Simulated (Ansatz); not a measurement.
Calculated with Ansatz (gas phase, PBE0-D4/def2-TZVP geometries, no zero-point term in ΔE). CCSD(T)/CBS is the MP2 limit (def2-TZVPP, def2-QZVPP) plus CCSD(T) − MP2 in def2-TZVPP, frozen cores. DFT in def2-TZVPP. B3LYP here is the variant with VWN-RPA as its local correlation; programs differ in this. Elements past krypton have def2 core potentials. For Ga, Sn outer-core shells are correlated without core-valence functions, which leaves a few kJ/mol of doubt a bond. Scalar relativity is left out up to krypton. One conformer a species, not always the lowest.

Reaction (redistribution): `C[N](C)[Sn]([Cl])([N](C)C)[N](C)C` + `[OH][Ga]([SH])[Cl]` → `C[N](C)[Sn]([Cl])([Cl])[N](C)C` + `C[N](C)[Ga]([OH])[SH]`

`C[N](C)[Sn]([Cl])([N](C)C)[N](C)C`:

Cartesian coordinates in Å:
```
C -1.159 2.036 -1.259
N -1.702 0.951 -0.480
C -2.992 0.497 -0.937
Sn -0.463 -0.314 0.444
Cl -1.752 -1.466 2.020
N 0.950 0.853 1.262
C 0.542 1.917 2.150
C 2.209 0.253 1.632
N 0.316 -1.754 -0.718
C 1.009 -1.349 -1.916
C 0.800 -2.990 -0.157
H -0.175 2.328 -0.883
H -1.054 1.789 -2.328
H -1.814 2.916 -1.194
H -2.975 0.119 -1.971
H -3.373 -0.299 -0.292
H -3.716 1.322 -0.901
H 0.439 1.589 3.196
H -0.416 2.336 1.834
H 1.283 2.727 2.131
H 2.473 -0.549 0.938
H 3.011 1.003 1.587
H 2.209 -0.166 2.650
H 0.910 -2.123 -2.690
H 2.087 -1.176 -1.763
H 0.578 -0.430 -2.324
H 0.231 -3.256 0.736
H 0.676 -3.805 -0.882
H 1.868 -2.956 0.115
```

`[OH][Ga]([SH])[Cl]`:

Cartesian coordinates in Å:
```
O -0.201 -0.601 1.735
Ga 0.047 -0.054 0.070
S -1.472 1.159 -0.904
Cl 1.852 -0.611 -0.934
H 0.527 -1.129 2.072
H -0.754 1.237 -2.038
```

`C[N](C)[Sn]([Cl])([Cl])[N](C)C`:

```xyz
21

C    -0.622    2.877   -0.218
N    -0.703    1.434   -0.233
C    -2.064    0.939   -0.228
Sn    0.632    0.362    0.794
Cl    0.219    0.202    3.080
Cl    2.674    1.454    0.554
N     0.583   -1.502    0.082
C     1.138   -2.580    0.869
C     0.819   -1.653   -1.339
H     0.419    3.206   -0.216
H    -1.129    3.329    0.648
H    -1.095    3.277   -1.123
H    -2.077   -0.154   -0.245
H    -2.644    1.277    0.643
H    -2.583    1.291   -1.128
H     2.223   -2.700    0.733
H     0.661   -3.525    0.578
H     0.940   -2.424    1.931
H     0.379   -0.820   -1.894
H     0.341   -2.576   -1.692
H     1.887   -1.712   -1.596
```

`C[N](C)[Ga]([OH])[SH]`:

Cartesian coordinates in Å:
```
C -0.987 -0.702 1.189
N -0.446 0.011 0.063
C -1.444 0.679 -0.730
Ga 1.322 0.072 -0.337
O 2.561 -0.755 0.647
S 2.044 1.183 -2.082
H -1.522 -0.030 1.876
H -1.699 -1.479 0.874
H -0.198 -1.195 1.762
H -2.177 -0.030 -1.140
H -0.989 1.206 -1.571
H -2.001 1.420 -0.138
H 2.218 -1.231 1.406
H 3.319 0.851 -1.819
```

```csv
level,ΔE (kcal/mol)
PBE-D4,-4.2
r2SCAN-D4,-4.2
B3LYP-D4,-4.0
r2SCAN,-4.8
MP2/def2-TZVPP,-3.0
SCS-MP2/def2-TZVPP,-3.2
CCSD(T)/def2-TZVPP,-2.7
SCS-MP2/def2-QZVPP,-3.9
```

(1) What does CCSD(T)/CBS give? (Estimate.)

Largest T1 diagnostic among the species: 0.013.

Results:

(1) Computed: -4.0 kcal/mol. The listed levels differ from it by -0.2, -0.2, 0.0, -0.8, 1.0, 0.8, 1.3, 0.1 kcal/mol.

The D4 term adds +1.4 kcal/mol with B3LYP and +1.0 kcal/mol with PBE0; it sums over pairs of atoms, weighted by their polarisabilities, and B3LYP, whose exchange is more repulsive, gets the larger term. From PBE to PBE0 (25 % exact exchange), in def2-TZVPP and without D4, ΔE moves by +0.8 kcal/mol.
